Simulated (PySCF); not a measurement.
**Steps of a relaxation of [NdH4]−**

[NdH4]− (singlet in the valence; each metal's 4f electrons, 3 of them, lie in its core potential, out of spins and levels). PySCF 2.14.0, RKS PBE0, Nd lcecp-1-SVP with ECP49, H def2-SVP; non-relativistic Hamiltonian with scalar-relativistic core potentials where named; density fitting; no spin-orbit coupling. Origin of the start: template. Columns: position (Å) and force (eV/Å). Energies are counted from the last step; some of the 4 steps are shown. Forces carry noise of the integration grid, about 0.01 to 0.03 eV/Å.

Run from Python with OMP_NUM_THREADS=2. Where DIIS fails, smearing, a level shift and second-order steps follow.
It took 4.2 s on 2 threads of Arm Neoverse V1, with other jobs on the host, from the converged density of the start.

```xyz
5
step 0  E = 0.145 eV
Nd    0.0000    0.0000    0.0000     0.00    0.00    0.00
H     1.3063    1.3063    1.3063    -0.35   -0.35   -0.35
H    -1.3063   -1.3063    1.3063     0.35    0.35   -0.35
H     1.3063   -1.3063   -1.3063    -0.35    0.35    0.35
H    -1.3063    1.3063   -1.3063     0.35   -0.35    0.35
```

```xyz
5
step 1  E = 0.070 eV
Nd    0.0000    0.0000    0.0000     0.00    0.00    0.00
H     1.2856    1.2856    1.2856    -0.25   -0.25   -0.25
H    -1.2856   -1.2856    1.2856     0.25    0.25   -0.25
H     1.2856   -1.2856   -1.2856    -0.25    0.25    0.25
H    -1.2856    1.2856   -1.2856     0.25   -0.25    0.25
```

```xyz
5
step 2  E = 0.000 eV
Nd    0.0000    0.0000    0.0000     0.00    0.00    0.00
H     1.2382    1.2382    1.2382     0.02    0.02    0.02
H    -1.2382   -1.2382    1.2382    -0.02   -0.02    0.02
H     1.2382   -1.2382   -1.2382     0.02   -0.02   -0.02
H    -1.2382    1.2382   -1.2382    -0.02    0.02   -0.02
```

**Question.** Where does the relaxation end?

**Answer.** It converges at step 3 in Td:
```xyz
5
step 3  E = 0
Nd    0.0000    0.0000    0.0000
H     1.2413    1.2413    1.2413
H    -1.2413   -1.2413    1.2413
H     1.2413   -1.2413   -1.2413
H    -1.2413    1.2413   -1.2413
```

**Question.** How did the contacts change?

**Answer.** 
| contact | start (Å) | end (Å) |
| --- | --- | --- |
| Nd1–H2 (H) | 2.263 | 2.150 |
| Nd1–H3 (H) | 2.263 | 2.150 |
| Nd1–H4 (H) | 2.263 | 2.150 |
| Nd1–H5 (H) | 2.263 | 2.150 |


An lcecp potential fixes the number of 4f electrons, so in runs with it no electron can move into or out of that shell.
